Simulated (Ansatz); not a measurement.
`[CH3][SbH][SeH]` + H₂Se → `[SeH][SeH]` + `[CH3][SbH2]` at 500 K and 1 bar (ligand exchange at the Se–Sb bond).

Isolated molecules relaxed with PBE0-D4/def2-TZVP in Ansatz; ΔE leaves out vibrations. CBS: MP2 limit from def2 TZ/QZ plus the TZ coupled-cluster correction, frozen cores. Elements past krypton have def2 core potentials. For Sb, Se outer-core shells are correlated without core-valence functions, which leaves a few kJ/mol of doubt a bond. Scalar relativity is left out up to krypton. Each species was taken in one conformer, which may not be the lowest.

```csv
species,CCSD(T)/CBS energy (Eh),H − E (kJ/mol),S (J/(mol·K))
`[CH3][SbH][SeH]`,-2681.79999,174.2,399.4
H₂Se,-2401.89790,53.1,237.8
`[SeH][SeH]`,-4802.61264,65.8,307.6
`[CH3][SbH2]`,-281.05548,159.6,323.2
```

H − E and S are ideal-gas, rigid-rotor, harmonic terms from PBE0-D4/def2-TZVP, for one conformer and one mirror image of each species. 1 Eh = 2625.50 kJ/mol, R = 8.31446 J/(mol·K).

Question: By hand: ΔE, ΔH, ΔS and ΔG.

Answer: ΔE = (-4802.61264) + (-281.05548) − (-2681.79999) − (-2401.89790) = 0.02977 Eh = 78.2 kJ/mol. Δ(H − E) = 65.8 + 159.6 − 174.2 − 53.1 = -1.9, so ΔH = 76.3 kJ/mol. ΔS = 307.6 + 323.2 − 399.4 − 237.8 = -6.4 J/(mol·K). ΔG = 76.3 − 500 × (-6.4)/1000 = 79.5 kJ/mol.

Question: By hand: the equilibrium constant, and the temperature at which ΔG would vanish if ΔH and ΔS stayed fixed.

Answer: log₁₀ K = −ΔG/(RT ln 10) = -8.3. ΔH and −TΔS have one sign here, so there is no such temperature.

The number of gas molecules stays the same, so ΔS is small and ΔH decides. A doubt of 5 kJ/mol in ΔE shifts log₁₀ K by 0.5 here. Other conformers and mirror images would add mixing entropy, several J/(mol·K) or more a flexible species. These are equilibria of isolated gas molecules and say nothing of rates. Largest T1 diagnostic: 0.013 (customary marks: 0.02 for closed shells, 0.045 for open ones).

ΔS is within the doubt of such terms, so its sign, and with it that verdict, could turn.
